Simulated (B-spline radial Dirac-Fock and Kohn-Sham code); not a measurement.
Ionisation of each subshell: Pb

System: the free lead atom in the configuration 1s2 2s2 2p6 3s2 3p6 3d10 4s2 4p6 4d10 4f14 5s2 5p6 5d10 6s2 6p2; nuclear rms radius 5.5012 fm (A = 208).

Calculated with a radial finite-basis atomic code, using Dirac-Fock (average of configuration) total-energy differences with a finite nucleus, the Breit interaction including its frequency dependence, and self-energy and vacuum-polarisation corrections. No correlation. Energies are counted from the vacuum level.

All terms are in eV, carry their sign (relaxation lowers the binding energy) and add up to the binding energy; ⟨r⟩ is the mean radius of the orbital in the initial state.

```csv
subshell,−ε (Koopmans),relaxation,Breit,QED,binding energy,⟨r⟩ (bohr)
K (1s),88597.2,-96.87,-323.05,-170.88,88006.4,0.016
L1 (2s),15997.1,-58.75,-37.73,-26.34,15874.3,0.067
L2 (2p1/2),15333.3,-63.81,-62.47,-0.79,15206.2,0.055
L3 (2p3/2),13140.4,-59.58,-36.02,-2.98,13041.8,0.064
M1 (3s),3911.7,-33.63,-7.03,-6.16,3864.9,0.174
M2 (3p1/2),3613.8,-34.92,-12.04,-0.34,3566.5,0.164
M3 (3p3/2),3118.3,-32.60,-6.39,-0.76,3078.5,0.181
M4 (3d3/2),2634.4,-35.82,-5.24,0.47,2593.8,0.157
M5 (3d5/2),2529.8,-35.02,-3.35,0.19,2491.7,0.162
N1 (4s),924.8,-15.29,-1.44,-1.54,906.5,0.384
N2 (4p1/2),794.9,-15.29,-2.57,-0.05,777.0,0.386
N3 (4p3/2),672.0,-13.96,-1.14,-0.15,656.8,0.418
N4 (4d3/2),460.4,-13.89,-0.70,0.13,445.9,0.424
N5 (4d5/2),437.2,-13.47,-0.29,0.07,423.5,0.434
N6 (4f5/2),161.5,-13.45,0.17,0.10,148.3,0.449
N7 (4f7/2),156.2,-13.23,0.34,0.08,143.4,0.455
O1 (5s),167.2,-5.31,-0.22,-0.30,161.4,0.864
O2 (5p1/2),120.8,-4.97,-0.39,0.01,115.5,0.925
O3 (5p3/2),97.79,-4.34,-0.12,-0.01,93.33,1.011
O4 (5d3/2),30.99,-3.30,0.00,0.03,27.71,1.264
O5 (5d5/2),28.19,-3.10,0.04,0.02,25.15,1.312
P1 (6s),15.42,-0.78,-0.01,-0.03,14.59,2.392
"P2,3 (6p)",6.48,-0.33,-0.01,0.00,6.16,3.516
```

For the deepest level, K (1s), the Breit terms make up -0.367 % of the binding energy, QED -0.194 % and orbital relaxation -0.110 %.

Going to the tabulated ground configuration of the next ion removes an electron from P2,3 (6p), computed at 6.16 eV. NIST lists 7.41668 eV as the ionisation energy of this species (measured), +1.26 eV from the computed value. Where a p, d or f shell is open in either ion the computed value averages over both j values and all terms, while the table refers to the lowest levels; that difference holds spin-orbit splitting (largest in heavy or highly charged ions), term energies where several electrons share open shells, and correlation, and it can reach 10 % or more.
